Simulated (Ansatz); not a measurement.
Relaxation of Cl₂H₄O₂Sn (9 atoms, charge 0, multiplicity 1), to a largest force component of 0.03 eV/Å in at most 50 steps.

All numbers below come from RKS BLYP-D4/def2-SVP in Ansatz.

```xyz
9
Properties=species:S:1:pos:R:3:forces:R:3
Sn -0.567 -0.451 -0.284 -0.03 -0.05 0.09
Cl -0.271 0.938 3.035 -0.44 -0.74 -0.22
O 1.382 -0.799 0.011 -0.01 0.01 -0.03
H 1.906 -0.437 -0.734 0.00 0.00 0.02
O -0.936 1.485 -0.676 0.03 -0.03 0.04
H -1.354 1.526 -1.562 -0.02 0.03 -0.05
Cl -1.294 -1.579 -2.267 -0.01 -0.01 -0.02
H -1.379 -1.090 1.111 0.01 -0.03 -0.18
H -0.914 -0.179 2.670 0.47 0.82 0.35
```

**Question.** Where does it end, and by what steps?

**Answer.** It converged. After 26 steps the energy has fallen by 0.420 eV; H9 moved furthest, 1.58 Å.

| step | energy less start (eV) | largest force component (eV/Å) | accepted |
| --- | --- | --- | --- |
| 0 | 0.0000 | 0.819 | yes |
| 1 | -0.0381 | 0.520 | yes |
| 2 | -0.0186 | 1.302 | no |
| 3 | -0.0500 | 0.362 | yes |
| 4 | -0.0614 | 0.495 | yes |
| 5 | -0.0824 | 0.156 | yes |
| 6 | -0.0928 | 0.214 | yes |
| 7 | -0.1085 | 0.183 | yes |
| 8 | -0.1184 | 0.145 | yes |
| 9 | -0.0919 | 1.140 | no |
| 10 | -0.1268 | 0.166 | yes |
| 11 | -0.1312 | 0.300 | yes |
| 12 | -0.1413 | 0.238 | yes |
| 13 | -0.1498 | 0.485 | yes |
| 14 | -0.1495 | 0.872 | no |
| 15 | -0.1647 | 0.261 | yes |
| 16 | -0.1791 | 0.166 | yes |
| 17 | -0.1990 | 0.304 | yes |
| 18 | -0.2248 | 0.697 | yes |
| 19 | -0.2791 | 0.635 | yes |
| 20 | -0.3409 | 0.448 | yes |
| 21 | -0.3972 | 0.239 | yes |
| 22 | -0.3913 | 0.545 | no |
| 23 | -0.4140 | 0.167 | yes |
| 24 | -0.4107 | 0.558 | no |
| 25 | -0.4190 | 0.077 | yes |
| 26 | -0.4198 | 0.024 | yes |

```xyz
9
Properties=species:S:1:pos:R:3
Sn -0.921 -0.491 -0.270
Cl -0.371 0.672 2.896
O 0.902 -0.730 0.621
H 1.625 -0.431 0.030
O -1.219 1.456 -0.637
H -1.201 1.589 -1.609
Cl -0.652 -1.451 -2.446
H -2.102 -1.307 0.664
H 0.512 0.107 2.055
```

Whether the end is a true minimum wasn't checked by a vibrational analysis.

Run time: 75 s on 2 threads of Arm Neoverse V1, with other jobs on the host, peak memory 0.16 GiB.
